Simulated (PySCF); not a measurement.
The dipole of AlH2(CF3) (`[H][Al]([H])[C](F)(F)F`) from its density and from atomic charges.

Coordinates (PBE0-D3(BJ)/def2-SVP, Å) and charges (e) from the PBE0/pcSseg-1 (pcSseg-2 on Al) density (PySCF):

```csv
atom,x,y,z,Mulliken,IAO,Hirshfeld,ESP-fitted
Al1,0.562,1.022,0.070,+0.6418,+0.7631,+0.5481,+0.8600
H2,2.142,0.972,0.107,-0.1598,-0.1935,-0.1540,-0.2751
H3,-0.302,2.347,0.044,-0.1594,-0.1930,-0.1537,-0.2736
C4,-0.419,-0.748,-0.017,+0.5187,+0.4721,+0.1049,+0.1827
F5,0.197,-1.739,0.656,-0.2773,-0.2810,-0.1143,-0.1653
F6,-0.499,-1.154,-1.306,-0.2884,-0.2879,-0.1175,-0.1640
F7,-1.681,-0.700,0.447,-0.2756,-0.2798,-0.1136,-0.1648
```

**Question.** Form Σ q r in debye for every column and set it beside the full dipole.

**Answer.** The full density gives (1.05, 1.96, 0.26) D, 2.24 D in size; dipole vectors point from the negative to the positive end.

```tsv
scheme	μx	μy	μz	size (D)	share of the full size (%)	angle to the full dipole (°)
Mulliken	1.93	3.59	0.40	4.09	183	1
IAO	2.08	3.86	0.40	4.40	196	2
Hirshfeld	1.00	1.85	0.20	2.11	94	1
ESP-fitted	1.09	2.04	0.23	2.32	104	1
```

**Question.** Which set comes closest?

**Answer.** Length of the difference vector: ESP-fitted 0.09 D, Hirshfeld 0.14 D, Mulliken 1.85 D, IAO 2.16 D. Closest: ESP-fitted. 

**Question.** What is left for the Hirshfeld atoms' own dipoles?

**Answer.** The shares of the density sum to the whole, so what Σ q r misses lies in dipoles about the nuclei. The atomic dipoles sum to (1.05, 1.96, 0.26) − (1.00, 1.85, 0.20) = (0.05, 0.11, 0.06) D, 0.14 D in size.

**Question.** With the origin at the mean of the coordinates, (0.000, 0.000, 0.000) Å, which are the largest single terms, by size, of the Hirshfeld dipole along the direction of the full one?

**Answer.** Al1 +3.07, H3 -1.42, H2 -1.38, F6 +0.79, F5 +0.74 D; all 7 atoms together +2.11 D. The single terms depend on the origin, their sum doesn't.

**Question.** Give the size of the full dipole in other units.

**Answer.** 2.24 D = 0.882 au = 0.467 e·Å = 7.48 × 10⁻³⁰ C·m.

Geometry: PBE0-D3(BJ)/def2-SVP; no solvent, vibrations or thermal averaging.
